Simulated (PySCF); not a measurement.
## Core-level binding energies of `CCN(C)CCN`

C5H14N2.
Atom-mapped SMILES: `[CH3:1][CH2:2][N:3]([CH3:4])[CH2:5][CH2:6][NH2:7]`

Theory: delta-SCF UKS SCAN, pcX-2 on the ionised atom, pcseg-1 elsewhere, spin-free X2C (PySCF). Each binding energy is the total energy of the core-ionised species, with the hole localised on one atom, minus that of the ground state; both are solved self-consistently, so orbital relaxation is included.

Give the core binding energies atom by atom.

```
atom(s)                   environment  level  binding energy (eV)  above the level's lowest (eV)  count
     C1                 methyl carbon   C 1s               290.58                           0.00      1
     C5  sp3 carbon bound to nitrogen   C 1s               291.03                          +0.45      1
     C6  sp3 carbon bound to nitrogen   C 1s               291.10                          +0.52      1
     C4               N-methyl carbon   C 1s               291.23                          +0.65      1
     C2  sp3 carbon bound to nitrogen   C 1s               291.27                          +0.69      1
     N7        primary amine nitrogen   N 1s               404.54                           0.00      1
     N3       tertiary amine nitrogen   N 1s               404.54                           0.00      1
```

The listed C 1s values span 0.69 eV, from C1 (bonded to C and 3 H) to C2 (bonded to N, C and 2 H). The values 291.23 and 291.27 eV lie too close for their order to be trusted.

The 2 N 1s values lie within 0.01 eV of each other; Gaussian lines of 0.5 eV full width would blend them into one maximum.

Which photon energy gives electrons from C 1s of C6 a kinetic energy of 150 eV, and what is their de Broglie wavelength?

hν = 291.10 + 150 = 441.10 eV, recoil neglected; λ = 12.264 Å/√(E/eV) = 1.00 Å.

Geometry: PBE0-D3(BJ)/def2-SVP, one conformer, isolated molecule.

Conformer computed: `[CH3:1][CH2:2][N:3]([CH3:4])[CH2:5][CH2:6][NH2:7]`: C1–C2–N3–C4 -67°, C2–N3–C5–C6 -156°, N3–C5–C6–N7 56°, H–N7–C6–C5 66°, H–N7–C6–C5 -47°.
